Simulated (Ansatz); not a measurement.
Ideal-gas functions of `[OH][Ga]([OH])[OH]` at 800 K and 1 bar, from an Ansatz frequency run at PBE0-D4/def2-TZVP.

Molar mass 120.74 g/mol, point group C3h (symmetry number 3), electronic degeneracy 1, moments of inertia 83.709, 83.721, 167.429 u Å². Harmonic wavenumbers (cm⁻¹, unscaled): 171, 171, 202, 313, 347, 347, 665, 734, 734, 837, 868, 868, 3900, 3900, 3901.

Use S(trans) = R[1.5 ln M + 2.5 ln T − 1.1517]; rotational temperatures θ = 24.2544 K / I; S(rot) = R[ln(√π/σ · √(T³/θAθBθC)) + 1.5]; for each mode x = 1.438777 ν̃/T, S = R[x/(eˣ − 1) − ln(1 − e⁻ˣ)] and H = RT x/(eˣ − 1); 1 cm⁻¹ = 0.0119627 kJ/mol; R = 8.31446 J/(mol·K).

Q: By hand: the entropy, in J/(mol·K).

A: Translation 189.2. Rotation: θ = 0.2897, 0.2897, 0.1449 K, giving 109.8. Vibration, mode by mode: 18.15, 18.15, 16.78, 13.20, 12.37, 12.37, 7.30, 6.58, 6.58, 5.66, 5.41, 5.41, 0.06, 0.06, 0.06, in all 128.1. Electronic 0.0. Sum 427.1 J/(mol·K).

Q: By hand: H − E and G − E in kJ/mol, counted from the electronic energy.

A: Zero-point energy ½ × 17958 × 0.0119627 = 107.4; thermal vibration 49.8; translation, rotation and pV give 4 RT = 26.6. H − E = 183.8 kJ/mol, and G − E = 183.8 − 800 × 427.1/1000 = -157.9 kJ/mol.

Vibration gives 30 % of the entropy. The sum counts one conformer and one mirror image; others add a mixing term.
